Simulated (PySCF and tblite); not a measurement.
C5H3NOS, numbered as in [N:1]#[C:2][c:3]1[cH:4][cH:5][o:6][c:7]1[SH:8]. Geometries GFN2-xTB; weights from PBE0-D3(BJ)/pcSseg-1 energies and GFN2-xTB thermal corrections, with symmetry numbers and mirror pairs. Conformers within 2.5 kcal/mol (GFN2-xTB free energy) were kept, 5 at most. GIAO shieldings: PBE0/pcSseg-1. Shifts are against TMS (¹H), TMS (¹³C), NH3 (¹⁵N) at the same level. Programs: PySCF with density fitting and tblite.

Torsions listed: O6–C7–S8–H8.

Two conformers hold nearly all the population. I: 180°; δ(C7) = 164.61 ppm. II: 0°; δ(C7) = 162.48 ppm. The average over the ensemble at 298.15 K is 164.10 ppm.

(1) What populations and free-energy difference follow from a two-state model?

The minima are those of GFN2-xTB; planar forms about aryl–S or allylic bonds may be saddles in DFT. Other tautomers (keto or thione forms) aren't considered and may dominate.

Results:

(1) p(I) = (164.10 − 162.48)/(164.61 − 162.48) = 0.76, so K = p(II)/p(I) = 0.31 and G(II) − G(I) = −RT ln K = 0.68 kcal/mol. The weights computed directly are 76.4 % and 23.6 %.


¹⁵N shifts are against a computed isolated NH3 molecule, about 20 ppm from the liquid.